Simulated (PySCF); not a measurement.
**Assignment exercise: C₅H₁₁NO₂Si₂**

Geometry:
```tsv
atom	x (Å)	y (Å)	z (Å)
C1	4.206	0.316	0.091
O2	2.888	-0.038	0.378
Si3	1.540	0.433	-0.404
Si4	-0.021	-0.599	0.907
O5	-0.056	-2.217	0.724
N6	-1.608	-0.156	0.327
C7	-2.023	1.110	0.016
C8	-3.345	1.090	-0.309
C9	-3.773	-0.254	-0.195
C10	-2.691	-0.980	0.197
H11	4.321	1.402	0.081
H12	4.505	-0.073	-0.885
H13	4.851	-0.108	0.861
H14	1.629	0.045	-1.827
H15	1.479	1.904	-0.454
H16	-0.018	-0.323	2.357
H17	0.733	-2.741	0.823
H18	-1.330	1.928	0.052
H19	-3.949	1.929	-0.597
H20	-4.761	-0.625	-0.384
H21	-2.587	-2.026	0.396
```

Level of theory: structure optimised with GFN2-xTB, PBE0/pcSseg-1 with gauge-including orbitals, in PySCF 2.14 (no relativistic terms, fast rotation and ring inversion assumed for equivalent nuclei, one conformer, no solvent model).

Shifts are taken against calculated references (same method and geometry level): TMS for ¹³C (σref 186.93) and ¹H (σref 31.72).

(1) Assign these signals to the numbered atoms. ¹³C{¹H} NMR (computed): δ 123.2 (CH), 117.3 (CH), 56.8 (CH3).

(2) Assign these signals to the numbered atoms. ¹H NMR (500 MHz, computed): δ 6.77 (m, 2H), 6.61 (m, 2H), 6.15 (m, 1H), 5.11 (m, 1H), 5.06 (m, 1H), 3.73 (s, 3H), 1.48 (br s, 1H).

## Answers

(1) 
| δ (ppm) | atoms | environment | reason |
| --- | --- | --- | --- |
| 123.2 | C7/C10 | aromatic CH next to a ring nitrogen | – |
| 117.3 | C8/C9 | aromatic CH | – |
| 56.8 | C1 | methyl carbon bonded to O | deshielded by the electronegative neighbour |

(2) 
| δ (ppm) | atoms | environment | reason |
| --- | --- | --- | --- |
| 6.77 | H18/H21 | hydrogen on an aromatic CH next to a ring nitrogen | the ring current deshields protons in the ring plane |
| 6.61 | H19/H20 | hydrogen on an aromatic CH | aromatic region |
| 6.15 | H16 | hydrogen on a silicon bonded to N, O, Si | – |
| 5.11 | H15 | hydrogen on a silicon bonded to O, Si | – |
| 5.06 | H14 | hydrogen on a silicon bonded to O, Si | – |
| 3.73 | H11/H12/H13 | hydrogen on a methyl carbon bonded to O | its carbon carries O, hence the downfield position |
| 1.48 | H17 | hydrogen on an oxygen bonded to Si | exchangeable, gas-phase position |

H15 and H14 lie closer than the usual error of such a calculation, so a measured spectrum could show them in the other order.

OH/NH shifts are gas-phase values; hydrogen bonding in solution moves them, usually downfield. Shifts are as computed. Against solution values, carbons near 30 ppm lie about +3 ppm off and those near 130 ppm about +5 ppm. Of 1211 compounds with measured shifts, 218 miss one by over three times the rms of a fit or turn the order of signals round; such compounds aren't used in these exercises. Multiplicities follow the n + 1 count of equivalent neighbours, as no J values were calculated; m marks all less simple cases, F and P coupling included.
